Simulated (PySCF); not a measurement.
Exercise with solution: refractive index and permittivity of the vapour

InF3, SMILES [F][In]([F])[F].

Geometry: PBE-D3(BJ)/def2-SVP. The isomer is the one that the SMILES or the coordinates give; other isomers of the formula were not compared. The def2 effective core potentials stand for the cores of In; spin–orbit coupling is left out.

B3LYP/def2-TZVPD (PySCF) gives a mean static polarisability of 32.9 bohr³ and a dipole moment of 0.00 D. Take an ideal gas at 298.15 K and 1 bar, whether or not the substance is that volatile.

**Question.** Work out n − 1 in the optical limit and the static ε − 1.

**Answer.** 
Polarisability volume α' = 32.9 × 0.148185 = 4.88 Å³. Number density N = p/kT = 2.43e-5 Å⁻³.
Dilute limit of Lorentz–Lorenz: n − 1 = 2π N α' = 0.00074.
Orientation term of Debye: μ²/(3kT) = 8.098 Å³ × μ²(D²) = 0.00 Å³.
ε − 1 = 4π N (α' + μ²/3kT) = 0.0015. With no permanent dipole, ε equals n² in this model. Vibrational polarisation and dispersion are left out.
